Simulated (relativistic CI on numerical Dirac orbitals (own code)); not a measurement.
# What each ingredient does to the levels of Hg45+

Base calculation: Dirac-Coulomb-Breit CI, KLI orbitals optimised for each configuration, QED by a radiative potential, unscaled Slater integrals.

Configuration list (outside the closed core [Ar] 3d10): 4s2 4p5, 4s 4p6, 4s2 4p4 4d, 4s 4p5 4d, 4s2 4p4 4f, 4s 4p5 4f, 4p6 4d, 4s 4p4 4d2, 4s2 4p3 4d 4f, 4p6 4f, 4p5 4d 4f, 4s 4p4 4f2, 4s2 4p4 5s, 4p6 5s, 4s2 4p4 5p, 4s 4p4 4d 5s, 4s2 4p3 4f 5s, 4s 4p5 5s, 4s2 4p4 5d, 4s 4p5 5p, 4s2 4p4 5f, 4s2 4p4 5g, 4s 4p5 5d, 4p5 4f 5s, 4s 4p5 5f, 4s2 4p4 6s, 4s 4p5 5g, 4s2 4p3 4d2, 4s2 4p2 4d3, 4s 4p3 4d3, 4s2 4p2 4d2 4f, 4s 4p3 4d2 4f, 4s2 4p2 4d2 5s, 4p5 4d2, 4p4 4d3, 4p4 4d2 4f, 4p4 4d2 5s, 4p5 4d 5s, 4p4 4d 4f 5s, 4p4 4d 5s2, 4s2 4p3 5s2, 4s2 4p2 4d 5s2, 4s 4p3 4d 5s2, 4s2 4p2 4f 5s2, 4s 4p3 4f 5s2. Double excitations out of closed p, d and f shells are left out; levels of such configurations are missing from the list, as are those of other unlisted configurations, and high levels can miss mixing partners. These lack a partner that the ground configuration has and come out too high: 4s2 4p4 5p, 4s 4p5 5s, 4s2 4p4 5d, 4s 4p5 5p, 4s2 4p4 5f.

The lowest level and the first level of each name with at least 55 % of one term (blank where a level has no safe partner in the second run):

| Level | Base (eV) | Shift (eV) |
| --- | --- | --- |
| 4s2 4p5 2P°_3/2 | 0.000 | 0.000 |
| 4s2 4p5 2P°_1/2 | 141.455 | +0.002 |
| 4s2 4p4 4d 2D_3/2 | 185.959 | -0.012 |
| 4s2 4p4 4d 4F_9/2 | 203.047 | -0.013 |
| 4s 4p6 2S_1/2 | 265.918 | +0.022 |
| 4s2 4p4 4d 4D_1/2 | 306.302 | -0.016 |
| 4s2 4p4 4d 2G_7/2 | 317.665 | -0.016 |
| 4s2 4p4 4d 2G_9/2 | 346.941 | -0.017 |
| 4s 4p5 4d 4P°_1/2 | 427.078 | +0.001 |

At this charge energies of transitions that change n are usually good to better than 1 %, and those within a shell (Δn = 0) to a few per cent.

Q: One thing was changed in a second run, which moved the levels as shown. Which?
A. Breit term removed
B. QED terms removed
C. configuration mixing switched off
D. one mean potential for all configurations

A: D. One mean potential for all configurations. One potential for all configurations removes the relaxation of the orbitals, which moves whole configurations and changes the integrals a little.

LS names give the leading component of a level, which can be under half, so a name can repeat, a term be missing and a line seem to break the LS rules.
